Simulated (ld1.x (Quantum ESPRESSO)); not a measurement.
## What one change does to a pseudopotential (P, PAW)

- Element: phosphorus (P)
- Generator: ld1.x (Quantum ESPRESSO) 7.5
- Type: PAW
- Functional: revPBE
- Relativity: scalar-relativistic
- Frozen core: [Ne]
- Valence charge: 5
- Reference configuration: 3s2 3p2 (charge +1)
- Partial waves: 3s (bound): rcut 1.40, rcutus 1.50 bohr; 3s channel at 2.2 Ry: rcut 1.40, rcutus 1.50 bohr; 3p (bound): rcut 1.65, rcutus 2.05 bohr; 3p channel at 0.1 Ry: rcut 1.65, rcutus 2.05 bohr
- Local potential: all-electron potential smoothed inside 1.25 bohr (lloc = -2)
- Core correction: a·sin(br)/r model core, default radius (ld1.x builds one for every PAW set, though the input has nlcc=.false.)
- Augmentation charge: PSQ, inside the norm-conserving radii

Change: all radii but the core radius scaled by about 0.96 (s 1.44, p 1.96 bohr, rcut 1.34/1.58); local potential all-electron potential smoothed inside 1.20 bohr (lloc = -2).

Cutoffs: the cutoffs (Ry, on a coarse ladder) from which the occupation-weighted sum of valence levels, in a spherical-Bessel basis at the reference potential, stays within 10 and 1 mRy of its value at 400 Ry; they do not see the model core or the augmentation charge, which bear on the density cutoff. Errors are all-electron minus pseudo energies relative to the spin-unpolarised reference configuration.

Q: Predict the effect on cutoff, ghosts and configuration errors.

A: The potential gets harder (15 Ry and 21 Ry → 18 Ry and 25 Ry); of the 7 tests that both files solve, the error grows in 2 and shrinks in 2 by more than 15 % and 0.3 meV (median size 1.1 → 0.7 meV); neither file shows a bound ghost. A smaller radius makes the pseudo-wave follow the all-electron one further in, where it bends more sharply, so more plane waves are needed.

```tsv
quantity	base	changed
cutoff, loose	15 Ry	18 Ry
cutoff, tight	21 Ry	25 Ry
loose cutoff by channel (10 mRy a level)	s 12 Ry, p 10 Ry	s 15 Ry, p 10 Ry
bound ghosts	none	none
error for 3s2 3p3, meV [ΔE -9.71 eV]	+0.2	+0.3
error for 3s2 3p1, meV [ΔE 19.13 eV]	-2.2	-0.7
error for 3s2 3p0, meV [ΔE 48.83 eV]	-7.8	+2.1
error for 3s1 3p3, meV [ΔE 9.12 eV]	+1.1	+1.7
error for 3s2 3p2.5, meV [ΔE -5.94 eV]	+0.1	+0.2
error for 3s2 3p3.3, meV [ΔE -11.01 eV]	+0.3	+0.4
error for 3s1 3p4, meV [ΔE -1.18 eV]	+2.3	+3.0
lowest overlap eigenvalue by channel	s 0.49, p 0.82	s 0.50, p 0.81
```
